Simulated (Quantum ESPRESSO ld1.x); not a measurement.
Q: Tm4+, configuration [Xe] 4f10.75 6p0.25 (fractional occupations, a model configuration). Method: scalar-relativistic Kohn-Sham, LDA (Slater exchange, Perdew-Wang correlation), spin-polarised, spherical densities, point nucleus; open shells are filled with parallel spins first; computed with ld1.x of Quantum ESPRESSO 7.5. Some entries of the table are withheld. Estimate them.

| orbital | occ. | eigenvalue (hartree) | r(max) (bohr) |
|---|---|---|---|
| 1s up | 1 | -2179.13 | 0.01262 |
| 1s down | 1 | -2179.13 | 0.01262 |
| 2s up | 1 | -369.519 | 0.07194 |
| 2s down | 1 | -369.516 | 0.07194 |
| 2p up | 3 | -326.632 | 0.05856 |
| 2p down | 3 | -326.629 | 0.05856 |
| 3s up | 1 | -84.8098 | 0.2035 |
| 3s down | 1 | -84.7495 | 0.2034 |
| 3p up | 3 | -71.8257 | 0.2004 |
| 3p down | 3 | -71.7657 | 0.2003 |
| 3d up | 5 | -55.7579 | 0.1633 |
| 3d down | 5 | -55.7111 | 0.1632 |
| 4s up | 1 | -18.5018 | 0.4640 |
| 4s down | 1 | -18.3848 | 0.4640 |
| 4p up | 3 | -14.2191 | 0.4851 |
| 4p down | 3 | -14.1047 | 0.4851 |
| 4d up | 5 | -8.52981 | 0.4997 |
| 4d down | 5 | -8.41880 | 0.4998 |
| 5s up | 1 | -3.84555 | 1.064 |
| 5s down | 1 | -3.79545 | 1.068 |
| 5p up | 3 | -2.76778 | 1.198 |
| 5p down | 3 | -2.72982 | 1.205 |
| 4f up | 7 | -2.26332 | 0.4858 |
| 4f down | 3.75 | -2.16187 | 0.4870 |
| 5d up | 0 | -1.48280 | 1.549 |
| 5d down | 0 | -1.46029 | 1.562 |
| 6s up | 0 | -1.30100 | 2.480 |
| 6s down | 0 | -1.27952 | 2.482 |
| 6p up | 0.25 | -1.02691 | 2.913 |
| 6p down | 0 | -1.00500 | 2.920 |
| 5f up | 0 | (1) | 3.096 |
| 5f down | 0 | (2) | 3.113 |
| 7p up | 0 | -0.54250 | 5.592 |
| 7p down | 0 | -0.53531 | 5.655 |

A: 
(1) 5f up eigenvalue (hartree): -0.64202
(2) 5f down eigenvalue (hartree): -0.62472
